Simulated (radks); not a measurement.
Effect of the nuclear size on neutral mercury, [Hg]. Calculated with a radial shooting solver on a logarithmic mesh with Libxc functionals: Dirac Kohn-Sham, relativistic LDA (MacDonald-Vosko exchange, VWN5 correlation), spin-unpolarised, spherical densities, finite nucleus; Fermi nuclear charge, rms radius 5.4648 fm. The rms radius is varied about that value; shifts are against it.

rms radius (fm)  total energy shift (eV)  density at nucleus (e/bohr^3)  1s1/2 shift (meV)  2s1/2 shift (meV)  4p1/2 shift (meV)  5s1/2 shift (meV)  5p1/2 shift (meV)  6s1/2 shift (meV)  6p1/2 (empty) shift (meV)
4.7544                             -25.8                      2.423e+06             -10300              -1530              -1.33              -17.4              0.491              -1.15                      0.362
4.9784                             -17.9                      2.377e+06              -7120              -1060             -0.923              -12.1              0.340             -0.797                      0.251
5.4648                                 0                      2.288e+06              0.000              0.000              0.000              0.000              0.000              0.000                      0.000
5.8747                              15.9                      2.221e+06               6300                940              0.824               10.7             -0.300              0.705                     -0.222
6.525                               42.4                      2.127e+06              16800               2510               2.22               28.5             -0.798               1.88                     -0.594

Slopes of the eigenvalues against <r^2> in GHz/fm^2, as finite differences over the two radii next to the reference (eigenvalue slopes, not the field-shift constants of lines): 1s1/2 334000, 2s1/2 49800, 4p1/2 43.4, 5s1/2 565, 5p1/2 -15.9, 6s1/2 37.3, 6p1/2 (empty) -11.8.
